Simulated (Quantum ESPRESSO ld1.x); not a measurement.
Task: The manganese ion Mn+, configuration [Ar] 3d5 4p1 (not the ground configuration). Calculated with ld1.x of Quantum ESPRESSO 7.5: scalar-relativistic Kohn-Sham, LDA (Slater exchange, VWN5 correlation), spin-polarised, spherical densities, point nucleus; open shells are filled with parallel spins first. Some entries of the table are withheld. Estimate them.

| orbital | occ. | eigenvalue (eV) | <r> (bohr) | <1/r> (bohr^-1) |
|---|---|---|---|---|
| 1s up | 1 | -6423.21 | 0.06101 | 24.88 |
| 1s down | 1 | -6423.18 | 0.06101 | 24.88 |
| 2s up | 1 | -751.604 | 0.2804 | 5.287 |
| 2s down | 1 | -749.322 | 0.2798 | 5.297 |
| 2p up | 3 | -638.944 | 0.2477 | 5.193 |
| 2p down | 3 | -637.166 | 0.2471 | 5.203 |
| 3s up | 1 | -96.5181 | 0.8529 | (1) |
| 3s down | 1 | -91.4263 | 0.8563 | (2) |
| 3p up | 3 | -65.5804 | 0.9039 | (3) |
| 3p down | 3 | -60.5937 | 0.9100 | (4) |
| 3d up | 5 | -17.8417 | 1.157 | 1.160 |
| 3d down | 0 | -13.2347 | 1.228 | 1.118 |
| 4p up | 1 | -8.6036 | 3.342 | 0.3861 |
| 4p down | 0 | -6.7987 | 3.699 | 0.3469 |

Result: 
(1) 3s up <1/r> (bohr^-1): 1.662
(2) 3s down <1/r> (bohr^-1): 1.654
(3) 3p up <1/r> (bohr^-1): 1.525
(4) 3p down <1/r> (bohr^-1): 1.514
